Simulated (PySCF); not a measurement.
## From computed data to an observable: oscillator strength and radiative lifetime

CH5GaO2, SMILES [GaH]([O]C)[OH].

Coordinates come from a PBE-D3(BJ)/def2-SVP optimisation. The values are those of a single conformer.

TDA-CAM-B3LYP/def2-SVPD run with PySCF puts the first singlet state with f over 0.02 at 6.38 eV (vertical), with the transition dipole (0.121, -0.466, 0.000) in atomic units.

Q: Find the oscillator strength, the wavelength and the radiative lifetime that this transition would have in vacuum if emission retraced absorption.

A: 
|μ|² = 0.2318 au, so |μ| = 1.22 D. ΔE = 6.38/27.211 = 0.2345 hartree. f = (2/3) ΔE |μ|² = 0.036 (the program prints 0.036).
λ = 1239.84/6.38 = 194 nm; ν = 51458 cm⁻¹.
Einstein's coefficient A = 0.6670 ν² f s⁻¹ (ν in cm⁻¹) = 6.4e7 s⁻¹, so τ = 1/A = 16 ns. This state is S2; the lower singlet has f = 0.001. The figure is the radiative limit of this one transition; relaxation, internal conversion, crossing to triplets and a medium change what is measured.
